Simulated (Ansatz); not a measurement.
`[CH3][GeH]([OH])[F]` → `[CH2]` (triplet) + `[OH][GeH2][F]` at 600 K and 1 bar (formal loss of a carbene).

Program: Ansatz. Geometries: PBE0-D4/def2-TZVP. ΔE: electronic, gas phase. CCSD(T)/CBS is the MP2 limit (def2-TZVPP, def2-QZVPP) plus CCSD(T) − MP2 in def2-TZVPP, frozen cores. This one scheme is used for every species. Triplets are unrestricted, without spin–orbit coupling. For Ge outer-core shells are correlated without core-valence functions, which leaves a few kJ/mol of doubt a bond. Scalar relativity is left out up to krypton. Each species was taken in one conformer, which may not be the lowest.

```csv
species,CCSD(T)/CBS energy (Eh),H − E (kJ/mol),S (J/(mol·K))
`[CH3][GeH]([OH])[F]`,-2292.21807,215.3,416.3
`[CH2]` (triplet),-39.09499,66.5,220.8
`[OH][GeH2][F]`,-2252.93819,124.2,350.1
```

H − E and S are ideal-gas, rigid-rotor, harmonic terms from PBE0-D4/def2-TZVP, for one conformer and one mirror image of each species, with the whole ground term of open shells counted as degenerate. 1 Eh = 2625.50 kJ/mol, R = 8.31446 J/(mol·K).

Q: By hand: ΔE, ΔH, ΔS and ΔG.

A: ΔE = (-39.09499) + (-2252.93819) − (-2292.21807) = 0.18489 Eh = 485.4 kJ/mol. Δ(H − E) = 66.5 + 124.2 − 215.3 = -24.6, so ΔH = 460.8 kJ/mol. ΔS = 220.8 + 350.1 − 416.3 = 154.6 J/(mol·K). ΔG = 460.8 − 600 × (154.6)/1000 = 368.0 kJ/mol.

Q: By hand: the equilibrium constant, and the temperature at which ΔG would vanish if ΔH and ΔS stayed fixed.

A: log₁₀ K = −ΔG/(RT ln 10) = -32.0. ΔG = 0 at ΔH/ΔS = 2981 K, far beyond where these terms or the molecules hold.

The number of gas molecules changes by +1, which sets the sign of ΔS. A doubt of 5 kJ/mol in ΔE shifts log₁₀ K by 0.4 here. Other conformers and mirror images would add mixing entropy, several J/(mol·K) or more a flexible species. A triplet takes part, so the spin changes. These are equilibria of isolated gas molecules and say nothing of rates. Largest T1 diagnostic: 0.012 (customary marks: 0.02 for closed shells, 0.045 for open ones).
